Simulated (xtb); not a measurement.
H10Si4, charge +1, doublet, at a GFN2-xTB geometry (a state made from the parent by changing its charge; the spin is typed, not shown lowest); GFN2-xTB in xtb.

Here is a job for xtb.
```
$ xtb mol.xyz --gfn 2 --chrg 1 --uhf 1 --acc 1000 --json

# file mol.xyz
14

Si     0.19794098     2.03259613    -0.87096972
Si    -0.10120428     0.03689135     0.55968342
Si     2.04771067    -0.95461304    -0.07390705
Si    -2.16100942    -1.11891038     0.43637692
H      1.45559247     2.69851147    -0.55815478
H      0.14470328     1.51238872    -2.23199509
H     -0.97449804     2.81772747    -0.50889842
H      0.12176860     0.52041957     1.93560242
H      3.15207394    -0.06333440     0.26321671
H      1.95233412    -1.20544493    -1.50866588
H      2.05588625    -2.18360865     0.71076230
H     -2.10009483    -2.29464454     1.30351681
H     -3.24313740    -0.22101734     0.83883959
H     -2.33275983    -1.52449428    -0.96079360
```

It wrote (shortened):

```
   ID    Z sym.   atoms
    1   14 Si     1-4
    2    1 H      5-14

           -------------------------------------------------
          |                Calculation Setup                |
           -------------------------------------------------

           -------------------------------------------------
          |                 G F N 2 - x T B                 |
           -------------------------------------------------

          ...................................................
          :                      SETUP                      :
          :.................................................:
          :  # basis functions                  50          :
          :  # atomic orbitals                  46          :
          :  # shells                           22          :
          :  # electrons                        25          :
          :  max. iterations                   250          :
          :  Hamiltonian                  GFN2-xTB          :
          :  restarted?                      false          :
          :  GBSA solvation                  false          :
          :  PC potential                    false          :
          :  electronic temp.          300.0000000     K    :
          :  accuracy                 1000.0000000          :
          :  -> integral cutoff          0.2000000E+02      :
          :  -> integral neglect         0.1000000E-04      :
          :  -> SCF convergence          0.1000000E-02 Eh   :
          :  -> wf. convergence          0.1000000E+00 e    :
          :  Broyden damping             0.4000000          :
          :  net charge                          1          :
          :  unpaired electrons                  1          :
          ...................................................

 iter      E             dE          RMSdq      gap      omega  full diag
   1    -11.5097799 -0.115098E+02  0.623E+00    3.30       0.0  T
   2    -11.6430256 -0.133246E+00  0.380E+00    3.11       1.0  T
   3    -11.6453952 -0.236957E-02  0.232E+00    3.05       1.0  T
   4    -11.6425949  0.280024E-02  0.107E+00    3.07       1.0  T
   5    -11.6456625 -0.306761E-02  0.679E-01    3.06       1.0  T
   6    -11.6461853 -0.522811E-03  0.298E-01    3.05       1.0  T
   7    -11.6462099 -0.245283E-04  0.151E-01    3.04       1.0  T

   *** convergence criteria satisfied after 7 iterations ***

         :::::::::::::::::::::::::::::::::::::::::::::::::::::
         ::                     SUMMARY                     ::
         :::::::::::::::::::::::::::::::::::::::::::::::::::::
         :: total energy             -11.542517909067 Eh    ::
         :: gradient norm              0.000448694540 Eh/a0 ::
         :: HOMO-LUMO gap              3.039388848574 eV    ::
         ::.................................................::
         :: SCC energy               -11.646171702106 Eh    ::
         :: -> isotropic ES            0.110988479026 Eh    ::
         :: -> anisotropic ES         -0.009482480056 Eh    ::
         :: -> anisotropic XC          0.005656237436 Eh    ::
         :: -> dispersion             -0.009206641740 Eh    ::
         :: repulsion energy           0.103653793039 Eh    ::
         :: add. restraining           0.000000000000 Eh    ::
         :: total charge               1.000000000000 e     ::
         :::::::::::::::::::::::::::::::::::::::::::::::::::::

           -------------------------------------------------
          |                Property Printout                |
           -------------------------------------------------

    * Orbital Energies and Occupations

         #    Occupation            Energy/Eh            Energy/eV
      -------------------------------------------------------------
         1        2.0000           -0.9517006             -25.8971
         2        2.0000           -0.8730762             -23.7576
         3        2.0000           -0.8655706             -23.5534
         4        2.0000           -0.7623377             -20.7443
         5        2.0000           -0.5943423             -16.1729
         6        2.0000           -0.5936144             -16.1531
         7        2.0000           -0.5888022             -16.0221
         8        2.0000           -0.5874837             -15.9862
         9        2.0000           -0.5690200             -15.4838
        10        2.0000           -0.5677391             -15.4490
        11        2.0000           -0.5566051             -15.1460
        12        1.9998           -0.5157420             -14.0341
        13        1.0002           -0.4990719             -13.5804 (HOMO)
        14                         -0.3873764             -10.5410 (LUMO)
        15                         -0.3813085             -10.3759
        16                         -0.3649060              -9.9296
        17                         -0.3598477              -9.7920
        18                         -0.3513761              -9.5614
        19                         -0.3500482              -9.5253
        20                         -0.3339245              -9.0865
        21                         -0.3306412              -8.9972
        22                         -0.3273184              -8.9068
        23                         -0.3179786              -8.6526
        24                         -0.3044246              -8.2838
       ...                                ...                  ...
        46                          0.7242088              19.7067
      -------------------------------------------------------------
                  HL-Gap            0.1116955 Eh            3.0394 eV
             Fermi-level           -0.4753156 Eh          -12.9340 eV

     #   Z          covCN         q      C6AA      α(0)
     1  14 Si       3.618     0.427    99.680    19.162
     2  14 Si       3.570     0.307   103.569    19.577
     3  14 Si       3.634     0.420    99.656    19.149
     4  14 Si       3.678     0.391   100.040    19.164
     5   1 H        0.920    -0.031     3.656     2.991
     6   1 H        0.920    -0.051     4.130     3.178
     7   1 H        0.920    -0.048     4.033     3.141
     8   1 H        0.915    -0.085     5.061     3.519
     9   1 H        0.920    -0.035     3.735     3.023
    10   1 H        0.919    -0.058     4.285     3.238
    11   1 H        0.920    -0.051     4.126     3.177
    12   1 H        0.919    -0.056     4.254     3.226
    13   1 H        0.919    -0.056     4.237     3.219
    14   1 H        0.918    -0.074     4.739     3.405

 Mol. C6AA /au·bohr⁶  :       3648.064398
 Mol. C8AA /au·bohr⁸  :     167855.749121
 Mol. α(0) /au        :        109.166464

Wiberg/Mayer (AO) data.
largest (>0.10) Wiberg bond orders for each atom

 ---------------------------------------------------------------------------
     #   Z sym  total        # sym  WBO       # sym  WBO       # sym  WBO
 ---------------------------------------------------------------------------
     1  14 Si   3.480 --     7 H    0.898     6 H    0.892     5 H    0.891
                             2 Si   0.619
     2  14 Si   3.292 --     8 H    0.904     4 Si   0.849     3 Si   0.668
                             1 Si   0.619
     3  14 Si   3.532 --    11 H    0.895    10 H    0.890     9 H    0.888
                             2 Si   0.668
     4  14 Si   3.641 --    14 H    0.888    12 H    0.886    13 H    0.886
                             2 Si   0.849
     5   1 H    0.997 --     1 Si   0.891
     6   1 H    0.997 --     1 Si   0.892
     7   1 H    0.997 --     1 Si   0.898
     8   1 H    0.993 --     2 Si   0.904
     9   1 H    0.996 --     3 Si   0.888
    10   1 H    0.997 --     3 Si   0.890
    11   1 H    0.996 --     3 Si   0.895
    12   1 H    0.993 --     4 Si   0.886
    13   1 H    0.993 --     4 Si   0.886
    14   1 H    0.994 --     4 Si   0.888
 ---------------------------------------------------------------------------

Topologies differ in total number of bonds
Writing topology from bond orders to xtbtopo.mol

molecular dipole:
                 x           y           z       tot (Debye)
 q only:        0.376       0.264      -0.144
   full:        0.405       0.295      -0.141       1.324
molecular quadrupole (traceless):
                xx          xy          yy          xz          yz          zz
 q only:        4.144       0.444       2.091      -1.707      -3.542      -6.235
  q+dip:        4.809       0.942       2.081      -1.851      -3.722      -6.890
   full:        3.932      -0.507       3.163      -1.833      -4.419      -7.095

           -------------------------------------------------
          | TOTAL ENERGY              -11.542517909067 Eh   |
          | GRADIENT NORM               0.000448694540 Eh/α |
          | HOMO-LUMO GAP               3.039388848574 eV   |
           -------------------------------------------------

normal termination of xtb
```
